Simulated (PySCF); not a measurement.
C2H6F2OSi. Atoms are numbered in the order given.

```xyz
12

C     -2.9006    -0.3710     0.4464
O     -1.5569    -0.0191     0.6529
C     -0.6702    -0.5683    -0.2938
Si     1.0386     0.0650     0.1395
F      2.1093    -0.7105    -0.7986
F      1.1518     1.6365    -0.2271
H     -3.4987     0.1057     1.2363
H     -3.2685    -0.0225    -0.5394
H     -3.0490    -1.4686     0.4990
H     -0.6814    -1.6805    -0.2785
H     -0.9305    -0.2707    -1.3328
H      1.4171    -0.1173     1.5546
```
Charge 0, spin multiplicity 1.

The structure is a stationary point at B3LYP-D3(BJ)/def2-SVP. The structure was generated by enumeration, and PubChem lists no compound with its InChIKey, so it may never have been made. One conformer was computed; it need not be the lowest.

Level of theory: PBE/pcSseg-1 (PySCF).

GIAO shieldings, no solvent; atoms listed in one row are averaged. δ = σ(ref) − σ: ¹³C against TMS (σ = 182.0 ppm); ¹⁷O against H2O (σ = 334.3 ppm); ²⁹Si against TMS (σ = 335.4 ppm); ¹⁹F against CFCl3 (σ = 133.6 ppm); ¹H against TMS (σ = 31.49 ppm), references at their B3LYP-D3(BJ)/def2-TZVP geometries, non-relativistic.

Computed chemical shifts:
| nucleus | atoms | count | δ (ppm) |
|---|---|---|---|
| ¹³C | C3 | 1 | 68.8 |
| ¹³C | C1 | 1 | 68.4 |
| ¹⁷O | O2 | 1 | 5.6 |
| ²⁹Si | Si4 | 1 | -6.2 |
| ¹⁹F | F6 | 1 | -178.0 |
| ¹⁹F | F5 | 1 | -181.4 |
| ¹H | H12 | 1 | 5.48 |
| ¹H | H7, H8, H9 | 3 | 3.68 |
| ¹H | H11 | 1 | 3.50 |
| ¹H | H10 | 1 | 3.34 |
